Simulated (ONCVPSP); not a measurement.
## Pm: ONCV pseudisation with revPBE, scalar-relativistic reference atom.

```json
{"Element": "Pm", "Generator": "ONCVPSP 4.0.1", "Type": "optimised norm-conserving Vanderbilt (ONCV)", "Functional": "revPBE", "Relativity": "scalar-relativistic", "Frozen core": "[Kr] 4d10", "Valence charge": "15", "Reference configuration": "4f5 5s2 5p6 6s1.5 6p0.5", "Partial waves": "5s+6s: rc 2.80 bohr, ncon 4, nbas 7, qcut 4.1 1/bohr, 2 projectors; 5p+6p: rc 2.80 bohr, ncon 4, nbas 9, qcut 5.5 1/bohr, 2 projectors; d scattering state at 0.44 Ha: rc 2.40 bohr, ncon 4, nbas 8, qcut 3.7 1/bohr, 3 projectors, debl 1.2 Ha; 4f: rc 1.60 bohr, ncon 3, nbas 8, qcut 12.1 1/bohr, 2 projectors, debl 0.8 Ha", "Local potential": "polynomial inside 1.60 bohr (lpopt 5, dvloc0 0 Ha)", "Core correction": "none"}
```

In the d channel the program set the typed energies aside and used 0.050, 1.250, 2.450 Ha.

All-electron outer shells of the reference configuration (revPBE, scalar-relativistic, ld1.x):

| shell | level (eV) | outermost node (bohr) | outermost maximum (bohr) |
| --- | --- | --- | --- |
| 4d | -123.39 | 0.29 | 0.60 |
| 5s | -42.53 | 0.70 | 1.29 |
| 5p | -23.32 | 0.75 | 1.46 |
| 6s | -3.85 | 1.73 | 3.77 |
| 4f | -2.76 | – | 0.64 |
| 6p | -1.50 | 2.09 | 4.96 |

Task: Does this generation succeed?

Result: No. ONCVPSP 4.0.1 stopped with "sratom123: lschfb convergence ERROR n,l,iter= 4 3 4": the all-electron bound-state solver failed for one shell.
